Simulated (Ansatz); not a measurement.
One change: `ClCCCCCl` becomes `BCCCCl`.

Ansatz, PBE0-D4/def2-TZVP geometries, multiplicity 1. Each molecule was computed in one conformer, which needn't be the lowest.

```
                                          property  `ClCCCCCl`
               HOMO–LUMO gap (PBE/def2-TZVPP) / eV        6.70
             HOMO energy (ωB97M-V/def2-TZVPP) / eV      -10.69
size of the dipole moment (ωB97M-V/def2-TZVPP) / D        0.00
             HOMO–LUMO gap (B3LYP/def2-TZVPP) / eV        8.63
    size of the dipole moment (PBE/def2-TZVPP) / D        0.00
             LUMO energy (ωB97M-V/def2-TZVPP) / eV        2.55
```

(1) Give the same properties after the change, and the shifts. (An estimate is asked.)

## Answers

(1) Ansatz gave: 
```csv
property,`BCCCCl`,shift
HOMO–LUMO gap (PBE/def2-TZVPP) / eV,4.61,-2.09
HOMO energy (ωB97M-V/def2-TZVPP) / eV,-10.66,0.03
size of the dipole moment (ωB97M-V/def2-TZVPP) / D,1.79,1.79
HOMO–LUMO gap (B3LYP/def2-TZVPP) / eV,6.53,-2.10
size of the dipole moment (PBE/def2-TZVPP) / D,1.72,1.72
LUMO energy (ωB97M-V/def2-TZVPP) / eV,0.57,-1.98
```

B3LYP here is the variant with VWN-RPA as its local correlation; programs differ in this.
